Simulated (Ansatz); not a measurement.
`F[SiH](Cl)O[SiH2]Cl` + CH₃OH → `CO[SiH](F)O[SiH2]Cl` + HCl  (ligand exchange at the Si–Cl bond)

Calculated with Ansatz (gas phase, PBE0-D4/def2-TZVP geometries, no zero-point term in ΔE). CCSD(T)/CBS adds triple-zeta CCSD(T) − MP2 to the extrapolated MP2 energy (def2 sets, frozen cores). This one scheme is used for every species. DFT in def2-TZVPP. Each species was taken in one conformer, which may not be the lowest.

(1) Is it downhill or uphill in electronic energy at CCSD(T)/CBS, and by how much? (Estimate.)

(2) What do these levels give: r2SCAN-D4, ωB97M-V, HF/def2-TZVPP, SCS-MP2/def2-TZVPP, CCSD(T)/def2-TZVPP, MP2/CBS(def2)? (An estimate is asked.)

Largest T1 diagnostic among the species: 0.011.

## Answers

(1) Computed: Downhill: ΔE = -14.4 kJ/mol.

(2) Computed: r2SCAN-D4 -11.7, ωB97M-V -12.9, HF/def2-TZVPP -18.5, SCS-MP2/def2-TZVPP -16.6, CCSD(T)/def2-TZVPP -18.2, MP2/CBS(def2) -10.8 kJ/mol.

The D4 term adds −3.6 kJ/mol with B3LYP and −2.5 kJ/mol with PBE0; it sums over pairs of atoms, weighted by their polarisabilities, and B3LYP, whose exchange is more repulsive, gets the larger term.

B3LYP here is the variant with VWN-RPA as its local correlation; programs differ in this.
